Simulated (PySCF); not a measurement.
## Trend along the second period: MK molecules

r²SCAN with double-zeta basis sets in PySCF, for the lowest determinant that a PBE0 search found; no spin–orbit coupling. De refers to high-spin ground-configuration atoms. A positive dipole means M(−)K(+).

| M | basis | state (unpaired electrons) | Re (Å) | ωe (cm⁻¹) | De (eV) | μ (D) |
| --- | --- | --- | --- | --- | --- | --- |
| Li | x2c-SVPall | singlet (closed shell) | 3.472 | 198 | 0.58 | 3.20 |
| Be | def2-SVP | doublet (σ ↑) | 3.439 | 172 | 0.39 | 4.04 |
| B | x2c-SVPall | triplet (σ ↑, π ↑) | 2.891 | 269 | 1.10 | 7.50 |
| C | def2-SVP | quartet (σ ↑, π ↑↑) | 2.568 | 366 | 2.25 | 8.87 |
| N | aug-pcseg-1 | triplet (π ↑↑) | 2.569 | 298 | 1.18 | 7.16 |
| F | x2c-SVPall | singlet (closed shell) | 2.151 | 482 | 4.61 | 7.75 |

The shortest bond is that of KF (2.151 Å), the longest that of KLi (3.472 Å). KF is bound most strongly (4.61 eV) and KBe least (0.39 eV).

The rows differ in basis set, which adds steps of its own.

The state changes along the series, so neighbouring rows are not always alike in their bonding.

Closed-shell solutions of metal pairs were not tested for spin polarisation, which can lower them a little. Weak bonds: KBe. Basis-set superposition, not corrected here, can be much of De in a small basis, most of all at correlated wavefunction levels. Functionals without a dispersion term scatter widely for such bonds, and LDA overbinds them. States were picked by a PBE0 search and need not be the measured ground states.
